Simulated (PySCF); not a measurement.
Computed IR spectrum (relative IR intensity) of a molecule C2H6ClNSi2. Coordinates come from a r2SCAN-D4/def2-SVP optimisation. One conformer was computed; it need not be the lowest. Calculation: PySCF with r2SCAN-D4/def2-SVP. Frequencies are harmonic and unscaled.

Lines under 2 % of the strongest are left out, and lines within 2 cm⁻¹ are merged.

```tsv
ν (cm⁻¹)	relative intensity
44	3.8
81	3.7
119	3.0
159	2.5
397	3.3
465	3.7
484	6.6
506	16
564	28
669	7.3
704	15
771	100
829	93
870	11
926	41
1153	18
1398	6.4
2219	25
2231	9.6
2239	59
2241	36
2344	15
```

Problem. Which molecule gave these data?
A. CC1=N[Si@@H](Cl)[SiH2]1
B. N#CC[Si@H]([SiH3])Cl
C. C[Si@@H]1N=C[Si@@H]1Cl
D. C[Si@@H]1C=N[Si@@H]1Cl

Solution. B, N#CC[Si@H]([SiH3])Cl
